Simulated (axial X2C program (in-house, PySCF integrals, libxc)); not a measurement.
# Density and ELF of RuSi

Calculated with an in-house relativistic program for diatomic molecules. Two-component (2c) means X2C with spin–orbit coupling and atomic mean-field two-electron Coulomb and Gaunt terms. Basis: Ru dyall-cv3z [12s12p8d5f3g], Si dyall-v3z [8s7p2d1f] (cores contracted in-house); Gaussian nuclei, density fitting, unrestricted open shells. Masses: Ru 101.904 u, Si 27.977 u.

PBE0, 2c, state Ω = 3 (⟨Sz⟩ = 1.00, ⟨Lz⟩ = 2.00 at PBE0); Ru at z = 0, Si at z = 2.098 Å.

The maps cover the half plane through the axis: z from -2.4 to 4.2 Å along the bond, ρ from 0.15 to 2.25 Å away from it (steps of 0.3 Å, the bottom row nearest the axis).

log10 of the density in e/bohr³:

digits 0 to 9 span -4.23 to 1.72 evenly
```
00011122222222222111100
00112222222222222222110
01122233333333333322211
11223334444444443333221
11223445554444444443322
12234456665555555444332
12234567776555565544332
12334567976555787554432
```

Electron localisation function (collinear form, no current term, damped to 0 at low density):

digits 0 to 9 span 0.00 to 1.00 evenly
```
00000111111111111110000
00001111122233223333200
00011112222344445666531
00011112222466667888863
00011123322467667999986
00111235653466213899998
00111367575462151299998
00112471617450858089999
```

Axial spin density in 10⁻³ e/bohr³:

digits 0 to 9 span -7.44 to 7.44 evenly, values beyond are clipped
```
55555555555554444444445
55555566665554444444455
55555677876544334444455
55556799998643223444555
55556899999631002345555
55556999999620002455555
55556999999610244777655
55555999999812404997655
```

The state is a single determinant with fixed occupations, the lowest that a limited PBE0 search found. Density functionals use the spin component along the axis (collinear). PBE0 can misorder states that lie within some tenths of an eV, so this need not be the ground state of the molecule. The nearest other 2c determinant of the search, Ω = 1, lies 0.23 eV up at the distance of the search. The functionals have no current-density term, which raises determinants with orbital currents, atoms included. With several unpaired electrons one determinant need not be a pure state. The determinant is spin-polarised beyond a pure state at some levels (its spin-free form has ⟨S²⟩ too high), which makes Re and μ there less reliable.
